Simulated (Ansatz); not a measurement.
A run for Ansatz (a first-principles code): R-B3LYP-D3(BJ)/def2-SVP on F2H6O2Si3 (SMILES F[Si](F)(O[SiH3])O[SiH3]).

Ansatz 0.2 input:
```yaml
crystal:
  periodic: [false, false, false]
  atoms:
    - {symbol: F, position_ang: [0.28500000, 2.13620000, -0.02520000]}
    - {symbol: Si, position_ang: [0.14350000, 0.68910000, -0.67000000]}
    - {symbol: F, position_ang: [0.55220000, 0.88740000, -2.19060000]}
    - {symbol: O, position_ang: [-1.35690000, 0.18410000, -0.62000000]}
    - {symbol: Si, position_ang: [-2.80580000, -0.01270000, 0.10580000]}
    - {symbol: O, position_ang: [1.11750000, -0.33370000, 0.05300000]}
    - {symbol: Si, position_ang: [2.62030000, -0.75190000, 0.53990000]}
    - {symbol: H, position_ang: [-3.59250000, -0.64760000, -0.94650000]}
    - {symbol: H, position_ang: [-3.29140000, 1.31310000, 0.48190000]}
    - {symbol: H, position_ang: [-2.60000000, -0.86530000, 1.27550000]}
    - {symbol: H, position_ang: [3.09150000, 0.28340000, 1.45690000]}
    - {symbol: H, position_ang: [3.46330000, -0.84630000, -0.64920000]}
    - {symbol: H, position_ang: [2.37340000, -2.03590000, 1.18860000]}
basis:
  gaussian:
    orbitals: def2-SVP
hamiltonian:
  xc: b3lyp
  dispersion: d3bj
relax: {f_tol: 0.004, max_steps: 120}
scf: {lower_state_search: off}
```

Output:

```
WARN ansatz: RAYON_NUM_THREADS=8 ignored (pool sized by the plan → 8); use --threads N
Functional definition: B3LYP
these checks for a lower state are left out or cut short: stability, starts, cluster_reference, orbital_swaps, neighbouring_geometries, increment
integrals: 0.11 GiB planned
1379 factors; integrals over basis functions are off by at most 4.5e-4 eV
mean field: 1.06 GiB planned
mean field evaluation 1: about -33242.8234 eV, gradient 7.8e1 eV
mean field evaluation 2: about -33228.7136 eV, gradient 1.2e2 eV
mean field evaluation 4: about -33252.6215 eV, gradient 5.5e0 eV
mean field evaluation 8: about -33252.6682 eV, gradient 9.4e-2 eV
mean field evaluation 16: about -33252.6682 eV, gradient 3.0e-6 eV
mean field -33252.66823524 eV, -1222.0130181769 hartree, gradient 3.0e-6 eV, S^2 0.000000; 0 other end points of the search recorded, 0 dependent functions left out
the calculation of the forces begins
reference -33252.66856285 eV, -1222.0130302165 hartree; 41, 41 occupied and 99, 99 virtual orbitals, 1379 factors
relax step   1: F+E_penalty+E_count = -33253.20403044 eV  Δ(F+E_penalty+E_count) = +0.000e0 eV  max|allowed force component| = 8.070e-1 eV/Å  Δτ_max = 0.0000 Å  (15 SCF iters, accepted)
these checks for a lower state are left out or cut short: stability, starts, cluster_reference, orbital_swaps, neighbouring_geometries, increment
integrals: 0.11 GiB planned
1379 factors; integrals over basis functions are off by at most 5.0e-4 eV
mean field: 1.06 GiB planned
mean field -33252.90770881 eV, -1222.0218186684 hartree, gradient 2.9e-6 eV, S^2 0.000000; 0 other end points of the search recorded, 0 dependent functions left out
the calculation of the forces begins
reference -33252.90804097 eV, -1222.0218308750 hartree; 41, 41 occupied and 99, 99 virtual orbitals, 1379 factors
relax step   2: F+E_penalty+E_count = -33253.43253455 eV  Δ(F+E_penalty+E_count) = -2.285e-1 eV  max|allowed force component| = 4.212e-1 eV/Å  Δτ_max = 0.1485 Å  (18 SCF iters, accepted)
these checks for a lower state are left out or cut short: stability, starts, cluster_reference, orbital_swaps, neighbouring_geometries, increment
integrals: 0.11 GiB planned
1379 factors; integrals over basis functions are off by at most 5.1e-4 eV
mean field: 1.06 GiB planned
mean field evaluation 32: about -33252.9385 eV, gradient 9.3e-7 eV
mean field -33252.93848403 eV, -1222.0229496370 hartree, gradient 9.3e-7 eV, S^2 0.000000; 0 other end points of the search recorded, 0 dependent functions left out
the calculation of the forces begins
reference -33252.93881737 eV, -1222.0229618870 hartree; 41, 41 occupied and 99, 99 virtual orbitals, 1379 factors
relax step   3: F+E_penalty+E_count = -33253.45878284 eV  Δ(F+E_penalty+E_count) = -2.625e-2 eV  max|allowed force component| = 1.444e-1 eV/Å  Δτ_max = 0.0365 Å  (19 SCF iters, accepted)
these checks for a lower state are left out or cut short: stability, starts, cluster_reference, orbital_swaps, neighbouring_geometries, increment
integrals: 0.11 GiB planned
1379 factors; integrals over basis functions are off by at most 5.2e-4 eV
mean field: 1.06 GiB planned
mean field -33252.94090312 eV, -1222.0230385369 hartree, gradient 7.7e-7 eV, S^2 0.000000; 0 other end points of the search recorded, 0 dependent functions left out
the calculation of the forces begins
reference -33252.94123641 eV, -1222.0230507851 hartree; 41, 41 occupied and 99, 99 virtual orbitals, 1379 factors
relax step   4: F+E_penalty+E_count = -33253.46168698 eV  Δ(F+E_penalty+E_count) = -2.904e-3 eV  max|allowed force component| = 3.932e-2 eV/Å  Δτ_max = 0.0524 Å  (19 SCF iters, accepted)
these checks for a lower state are left out or cut short: stability, starts, cluster_reference, orbital_swaps, neighbouring_geometries, increment
integrals: 0.11 GiB planned
1379 factors; integrals over basis functions are off by at most 5.2e-4 eV
mean field: 1.06 GiB planned
mean field -33252.94101463 eV, -1222.0230426348 hartree, gradient 2.7e-6 eV, S^2 0.000000; 0 other end points of the search recorded, 0 dependent functions left out
the calculation of the forces begins
reference -33252.94134796 eV, -1222.0230548843 hartree; 41, 41 occupied and 99, 99 virtual orbitals, 1379 factors
relax step   5: F+E_penalty+E_count = -33253.46184477 eV  Δ(F+E_penalty+E_count) = -1.578e-4 eV  max|allowed force component| = 1.384e-2 eV/Å  Δτ_max = 0.0074 Å  (13 SCF iters, accepted)
these checks for a lower state are left out or cut short: sta
[...]
_max = 0.0984 Å  (18 SCF iters, rejected (line search))
these checks for a lower state are left out or cut short: stability, starts, cluster_reference, orbital_swaps, neighbouring_geometries, increment
integrals: 0.11 GiB planned
1379 factors; integrals over basis functions are off by at most 7.3e-4 eV
mean field: 1.06 GiB planned
mean field evaluation 320: about -33252.9465 eV, gradient 6.1e-7 eV
mean field -33252.94654038 eV, -1222.0232457023 hartree, gradient 6.1e-7 eV, S^2 0.000000; 0 other end points of the search recorded, 0 dependent functions left out
the calculation of the forces begins
reference -33252.94686655 eV, -1222.0232576889 hartree; 41, 41 occupied and 99, 99 virtual orbitals, 1379 factors
relax step  45: F+E_penalty+E_count = -33253.48376442 eV  Δ(F+E_penalty+E_count) = -2.317e-4 eV  max|allowed force component| = 1.548e-2 eV/Å  Δτ_max = 0.0486 Å  (19 SCF iters, accepted)
these checks for a lower state are left out or cut short: stability, starts, cluster_reference, orbital_swaps, neighbouring_geometries, increment
integrals: 0.11 GiB planned
1379 factors; integrals over basis functions are off by at most 7.4e-4 eV
mean field: 1.06 GiB planned
mean field -33252.94622414 eV, -1222.0232340807 hartree, gradient 6.1e-7 eV, S^2 0.000000; 0 other end points of the search recorded, 0 dependent functions left out
the calculation of the forces begins
reference -33252.94655004 eV, -1222.0232460571 hartree; 41, 41 occupied and 99, 99 virtual orbitals, 1379 factors
relax step  46: F+E_penalty+E_count = -33253.48386913 eV  Δ(F+E_penalty+E_count) = -1.047e-4 eV  max|allowed force component| = 2.533e-2 eV/Å  Δτ_max = 0.0487 Å  (19 SCF iters, accepted)
these checks for a lower state are left out or cut short: stability, starts, cluster_reference, orbital_swaps, neighbouring_geometries, increment
integrals: 0.11 GiB planned
1379 factors; integrals over basis functions are off by at most 7.4e-4 eV
mean field: 1.06 GiB planned
mean field -33252.94611050 eV, -1222.0232299046 hartree, gradient 1.3e-6 eV, S^2 0.000000; 0 other end points of the search recorded, 0 dependent functions left out
the calculation of the forces begins
reference -33252.94643625 eV, -1222.0232418754 hartree; 41, 41 occupied and 99, 99 virtual orbitals, 1379 factors
relax step  47: F+E_penalty+E_count = -33253.48391600 eV  Δ(F+E_penalty+E_count) = -4.687e-5 eV  max|allowed force component| = 2.621e-2 eV/Å  Δτ_max = 0.0151 Å  (13 SCF iters, accepted)
these checks for a lower state are left out or cut short: stability, starts, cluster_reference, orbital_swaps, neighbouring_geometries, increment
integrals: 0.11 GiB planned
1379 factors; integrals over basis functions are off by at most 7.4e-4 eV
mean field: 1.06 GiB planned
mean field -33252.94603244 eV, -1222.0232270357 hartree, gradient 2.6e-6 eV, S^2 0.000000; 0 other end points of the search recorded, 0 dependent functions left out
the calculation of the forces begins
reference -33252.94635805 eV, -1222.0232390019 hartree; 41, 41 occupied and 99, 99 virtual orbitals, 1379 factors
relax step  48: F+E_penalty+E_count = -33253.48399717 eV  Δ(F+E_penalty+E_count) = -8.117e-5 eV  max|allowed force component| = 1.868e-2 eV/Å  Δτ_max = 0.0119 Å  (12 SCF iters, accepted)
these checks for a lower state are left out or cut short: stability, starts, cluster_reference, orbital_swaps, neighbouring_geometries, increment
integrals: 0.11 GiB planned
1379 factors; integrals over basis functions are off by at most 7.4e-4 eV
mean field: 1.06 GiB planned
mean field -33252.94566434 eV, -1222.0232135082 hartree, gradient 6.0e-7 eV, S^2 0.000000; 0 other end points of the search recorded, 0 dependent functions left out
the calculation of the forces begins
reference -33252.94598961 eV, -1222.0232254620 hartree; 41, 41 occupied and 99, 99 virtual orbitals, 1379 factors
relax step  49: F+E_penalty+E_count = -33253.48408718 eV  Δ(F+E_penalty+E_count) = -9.000e-5 eV  max|allowed force component| = 8.578e-3 eV/Å  Δτ_max = 0.0310 Å  (20 SCF iters, accepted)
these checks for a lower state are left out or cut short: stability, starts, cluster_reference, orbital_swaps, neighbouring_geometries, increment
integrals: 0.11 GiB planned
1379 factors; integrals over basis functions are off by at most 7.4e-4 eV
mean field: 1.06 GiB planned
mean field evaluation 352: about -33252.9455 eV, gradient 2.1e-6 eV
mean field -33252.94547980 eV, -1222.0232067267 hartree, gradient 2.1e-6 eV, S^2 0.000000; 0 other end points of the search recorded, 0 dependent functions left out
the calculation of the forces begins
reference -33252.94580487 eV, -1222.0232186729 hartree; 41, 41 occupied and 99, 99 virtual orbitals, 1379 factors
relax step  50: F+E_penalty+E_count = -33253.48411467 eV  Δ(F+E_penalty+E_count) = -2.750e-5 eV  max|allowed force component| = 7.788e-3 eV/Å  Δτ_max = 0.0207 Å  (13 SCF iters, accepted)
these checks for a lower state are left out or cut short: stability, starts, cluster_reference, orbital_swaps, neighbouring_geometries, increment
integrals: 0.11 GiB planned
1379 factors; integrals over basis functions are off by at most 7.4e-4 eV
mean field: 1.06 GiB planned
mean field -33252.94534452 eV, -1222.0232017551 hartree, gradient 1.4e-6 eV, S^2 0.000000; 0 other end points of the search recorded, 0 dependent functions left out
the calculation of the forces begins
reference -33252.94566943 eV, -1222.0232136953 hartree; 41, 41 occupied and 99, 99 virtual orbitals, 1379 factors
relax step  51: F+E_penalty+E_count = -33253.48412677 eV  Δ(F+E_penalty+E_count) = -1.209e-5 eV  max|allowed force component| = 6.240e-3 eV/Å  Δτ_max = 0.0157 Å  (13 SCF iters, accepted)
these checks for a lower state are left out or cut short: stability, starts, cluster_reference, orbital_swaps, neighbouring_geometries, increment
integrals: 0.11 GiB planned
1379 factors; integrals over basis functions are off by at most 7.3e-4 eV
mean field: 1.06 GiB planned
mean field -33252.94529265 eV, -1222.0231998490 hartree, gradient 2.0e-6 eV, S^2 0.000000; 0 other end points of the search recorded, 0 dependent functions left out
the calculation of the forces begins
reference -33252.94561746 eV, -1222.0232117856 hartree; 41, 41 occupied and 99, 99 virtual orbitals, 1379 factors
relax step  52: F+E_penalty+E_count = -33253.48413385 eV  Δ(F+E_penalty+E_count) = -7.087e-6 eV  max|allowed force component| = 3.867e-3 eV/Å  Δτ_max = 0.0080 Å  (13 SCF iters, accepted)
Total energy: -33253.48445867 eV, -1222.0430138347 hartree
Atom 0 at     0.817358     2.301107    -0.374041 Å, force    -0.000723    -0.000882    -0.000135 eV/Å
Atom 1 at     0.159751     0.925519    -0.881108 Å, force    -0.002015     0.000733     0.000632 eV/Å
Atom 2 at     0.380083     0.878695    -2.469463 Å, force     0.000991    -0.000450    -0.001868 eV/Å
Atom 3 at    -1.425252     0.912404    -0.550125 Å, force     0.002620    -0.000723     0.000307 eV/Å
Atom 4 at    -2.588809     0.039505     0.278105 Å, force    -0.001729    -0.001931    -0.000970 eV/Å
Atom 5 at     0.912799    -0.329130    -0.177348 Å, force     0.001085     0.002304     0.003867 eV/Å
Atom 6 at     2.329937    -0.897431     0.506637 Å, force    -0.001857    -0.001110     0.000317 eV/Å
Atom 7 at    -2.703102    -1.325108    -0.305372 Å, force    -0.000540     0.001464     0.000016 eV/Å
Atom 8 at    -3.875999     0.766088     0.139734 Å, force     0.002402    -0.000677     0.000832 eV/Å
Atom 9 at    -2.209820    -0.064272     1.714435 Å, force    -0.000767     0.000763    -0.000405 eV/Å
Atom 10 at     2.444779    -0.384430     1.898662 Å, force     0.000403     0.000362    -0.001012 eV/Å
Atom 11 at     3.498086    -0.441921    -0.295822 Å, force    -0.000549    -0.000739    -0.000155 eV/Å
Atom 12 at     2.260290    -2.381129     0.515805 Å, force     0.000679     0.000886    -0.001427 eV/Å
Dipole moment:    -0.043324    -0.334595     0.315159 e Å
Checks for a lower state left out: stability, starts, cluster_reference, orbital_swaps, neighbouring_geometries, increment
```

Self-consistency was reached.

Cost: very roughly 6 core-minutes.
